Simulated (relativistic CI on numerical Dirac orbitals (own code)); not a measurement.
# One change at a time: Au VII

Base calculation: Dirac-Coulomb-Breit CI, separate exchange-only KLI orbitals for each configuration, model QED (radiative potential, 1s self-energy scaled to tabulated hydrogen-like ionisation energies), unscaled Slater integrals.

Configuration list (outside the closed core [Kr] 4d10 4f14): 5s²5p⁶5d⁵, 5s²5p⁶5d⁴6s, 5s²5p⁶5d⁴5f, 5s²5p⁶5d⁴6p, 5s²5p⁵5d⁶, 5s²5p⁶5d⁴5g, 5s²5p⁶5d⁴6d, 5s²5p⁶5d⁴7s, 5s²5p⁶5d³6s6p, 5s²5p⁶5d⁴7p, 5s²5p⁶5d⁴6f, 5s²5p⁶5d⁴7d, 5s5p⁶5d⁶, 5s²5p⁶5d³6s², 5s²5p⁶5d²5f6s², 5s²5p⁶5d²6s²6p, 5s²5p⁶5d²5g6s², 5s²5p⁶5d²6s²6d, 5p⁶5d⁷, 5p⁵5d⁸. Double excitations out of closed p, d and f shells are left out; levels of such configurations are missing from the list, as are those of other unlisted configurations, and high levels can miss mixing partners.

Variants: (1) valence Slater integrals scaled by 0.9; (2) only the first configuration; (3) non-relativistic limit. Shifts of the energy above 5s²5p⁶5d⁵ ⁶S5/2, in cm⁻¹, for the lowest level and the first level of each name with at least 55 % of one term (blank where a level changes its place among those of its configuration and J or its character, or is not in the variant):

```tsv
Level	Base	Δ(1)	Δ(2)	Δ(3)
5s²5p⁶5d⁵ ⁶S5/2	0.0	0.0	0.0	0.0
5s²5p⁶5d⁵ ⁴G7/2	30446.9	-2941.6	+462.7	+1688.2
5s²5p⁶5d⁵ ⁴G11/2	32343.9	-2964.4	+134.3	-208.8
5s²5p⁶5d⁵ ⁴G9/2	33901.7	-2844.0	+246.9	-1766.7
5s²5p⁶5d⁵ ⁴P1/2	35858.3	-3022.4	+1230.0	+1110.7
5s²5p⁶5d⁵ ⁴D7/2	41034.6	-3055.0	+912.5	-2446.7
5s²5p⁶5d⁵ ⁴D1/2	46880.4	-2965.8	+1324.7	-8292.5
5s²5p⁶5d⁵ ²I11/2	47466.2	-3662.0	-112.6	-645.8
5s²5p⁶5d⁵ ²I13/2	52457.5	-3846.1	-259.8	-5637.1
5s²5p⁶5d⁵ ²G7/2	62461.4	-4635.2	+1427.6	
5s²5p⁶5d⁵ ²S1/2	71208.8	-5476.1	+2543.8	-5057.2
5s²5p⁶5d⁵ ²H11/2	73419.1	-4422.1	+179.1	-16209.7
5s²5p⁶5d⁵ ²P3/2	101107.1	-8736.9	+2551.7	-2017.4
5s²5p⁶5d⁵ ²P1/2	107491.8	-8307.9	+2737.1	-8402.1
```

At this charge configurations can still be misplaced by up to about 7 % of their energy. Terms inside the open d or f shell come out 10 to 20 % too wide with unscaled integrals. Levels and lines within the n = 5 or 6 shells can be off by up to 10 % or somewhat more, and those that change n by about 2 %, since core polarisation is missing.

Ionisation energy from the two ground configurations alone: base 93.57 eV; valence Slater integrals scaled by 0.9 93.26 eV. The NIST ASD value (theoretical) is 94 eV.

LS names give the leading component of a level, which can be under half, so a name can repeat, a term be missing and a line seem to break the LS rules.
